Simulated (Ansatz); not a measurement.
A structure relaxed at PBE0-D4/def2-TZVP, charge 0, multiplicity 1:

Cartesian coordinates in Å:
```
C -0.245 -1.259 0.153
Al 0.661 0.450 0.093
C -0.363 2.016 -0.438
N -0.984 2.936 -0.754
H 0.230 -1.971 -0.531
H -0.176 -1.699 1.153
H -1.300 -1.183 -0.115
H 2.177 0.711 0.440
```

(1) Give its formula and SMILES.

(2) Point group (tolerance 0.08 Å, 0.16 Å for H)?

(3) Summarise the bond lengths by kind.

## Answers

(1) C2H4AlN, `[CH3][AlH][C]#N`.

(2) Cs.

(3) 2 × Al–C 1.935 to 1.945 Å; 3 × C–H 1.092 to 1.095 Å; 1 × Al–H 1.576 Å; 1 × C–N 1.154 Å.

Program: Ansatz 0.2.0.
